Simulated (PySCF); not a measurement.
GaFCl + H₂O → GaF(OH) + HCl

Level: PBE0 in the def2-TZVP basis family, all electrons, no relativity, computed in PySCF with density fitting; open shells unrestricted.

```tsv
species	state and structure	ZPE (kJ/mol)	H(298 K) − H(0) (kJ/mol)	S° (J/(mol K))
GaFCl	doublet, Cs, Ga–Cl 2.158 Å, Ga–F 1.758 Å; Cl–Ga–F 117.8°	7.2	12.8	296.5
H₂O	singlet, C2v, O–H 0.960 Å (×2); H–O–H 105.1°	56.5	9.9	188.7
GaF(OH)	doublet, Cs, Ga–F 1.759 Å, Ga–O 1.795 Å, O–H 0.961 Å; F–Ga–O 114.7°, Ga–O–H 113.7°	38.9	13.4	290.6
HCl	singlet, C∞v, H–Cl 1.279 Å	17.9	8.7	186.6
```

(1) Is the gas-phase reaction uphill or downhill in electronic energy at this level, and by how much?

(2) Add zero-point, thermal and entropy terms for 298.15 K and 1 bar.

Answers

(1) At PBE0/def2-TZVP, ΔE = 63.4 kJ/mol, uphill. 

(2) ΔZPE = -6.9 and Δ[H(298) − H(0)] = -0.6 kJ/mol give ΔH° = 55.9 kJ/mol. ΔS° = -8.0 J/(mol K), so ΔG° = 55.9 − 298.15 × (-0.0080) = 58 kJ/mol and log₁₀K = -10.2.

Each species is the lowest minimum found with this bonding; other isomers or fragments can lie lower.
